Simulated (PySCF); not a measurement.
TeF3, SMILES F[Te](F)F, multiplicity 2.

Coordinates come from a B3LYP-D3(BJ)/def2-SVP optimisation. The multiplicity is an assumed one; other spin states were not compared. The isomer is the one that the SMILES or the coordinates give; other isomers of the formula were not compared. The def2 effective core potentials stand for the cores of Te; spin–orbit coupling is left out.

Computed with r2SCAN/def2-TZVPD in PySCF.

Isolated molecule, no solvent.

Problem. Estimate the frontier levels, dipole moment and polarisability. (An estimate is asked for; the answer gives what the named calculation found.)

Solution. 
The α spin, highest occupied and lowest empty level comes out as -7.33 and -3.76 eV and the β spin, highest occupied and lowest empty level is -8.99 and -5.60 eV. The dipole moment is 2.33 D. The quadrupole, principal values (traceless, Buckingham form, about the centre of nuclear charge) is -11.34, 3.96, 7.38 D·Å and the mean static polarisability is 41.1 bohr³ (6.09 Å³). The polarisability, principal values is 32.8, 39.0, 51.5 bohr³ and the ⟨S²⟩ is 0.755 (pure state 0.75).
